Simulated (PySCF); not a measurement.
trans-1,3-butadiene (C4H6), singlet, geometry from GFN2-xTB. Base run: CAMB3LYP/6-31G, TDA (PySCF).

The PySCF input:
```python
from pyscf import gto, scf, dft, tdscf

mol = gto.M(
    atom='''
C     0.600984    1.729885    0.006604
C     0.601825    0.401396    0.004979
C    -0.601825   -0.401396   -0.004979
C    -0.600984   -1.729885   -0.006604
H     1.512320    2.302754    0.014100
H    -0.318292    2.292931    0.000444
H     1.537142   -0.143656    0.011281
H    -1.537142    0.143656   -0.011281
H     0.318292   -2.292931   -0.000444
H    -1.512320   -2.302754   -0.014100
''',
    basis='6-31g',
    charge=0,
    spin=0,
    verbose=4,
)

mf = dft.RKS(mol)
mf.xc = 'camb3lyp'
mf.kernel()
td = mf.TDA()
td.nstates = 5
td.kernel()
td.analyze()
```

Each row names what was changed in the base input (with any setting that the change needs).

```json
[
 {"change": "base", "first excitation (eV)": "6.93", "oscillator strength of the first": "1.092", "second (eV)": "7.71", "core-seconds (rough)": "40"},
 {"change": "states = triplets", "first excitation (eV)": "3.28", "oscillator strength of the first": "-", "second (eV)": "5.28", "core-seconds (rough)": "30"},
 {"change": "conv_tol = 1e-3", "first excitation (eV)": "6.93", "oscillator strength of the first": "1.092", "second (eV)": "7.71", "core-seconds (rough)": "30"},
 {"change": "functional = lc_wpbe", "first excitation (eV)": "7.10", "oscillator strength of the first": "1.116", "second (eV)": "7.84", "core-seconds (rough)": "40"},
 {"change": "functional = bhandhlyp", "first excitation (eV)": "6.93", "oscillator strength of the first": "1.145", "second (eV)": "8.07", "core-seconds (rough)": "30"},
 {"change": "basis = 6-31G*", "first excitation (eV)": "6.83", "oscillator strength of the first": "1.051", "second (eV)": "7.73", "core-seconds (rough)": "60"},
 {"change": "basis = 6-31+G*", "first excitation (eV)": "6.26", "oscillator strength of the first": "0.928", "second (eV)": "6.43", "core-seconds (rough)": "80"},
 {"change": "functional = hf", "first excitation (eV)": "6.96", "oscillator strength of the first": "1.227", "second (eV)": "8.94", "core-seconds (rough)": "2"},
 {"change": "functional = pbe", "first excitation (eV)": "6.76", "oscillator strength of the first": "0.993", "second (eV)": "6.78", "core-seconds (rough)": "20"},
 {"change": "guess vectors = 13 for 5 states", "first excitation (eV)": "6.93", "oscillator strength of the first": "1.092", "second (eV)": "7.71", "core-seconds (rough)": "30"},
 {"change": "response = full linear response", "first excitation (eV)": "6.40", "oscillator strength of the first": "0.730", "second (eV)": "7.70", "core-seconds (rough)": "60"}
]
```

An iterative solver can miss low states, so a row lists the states that it found.
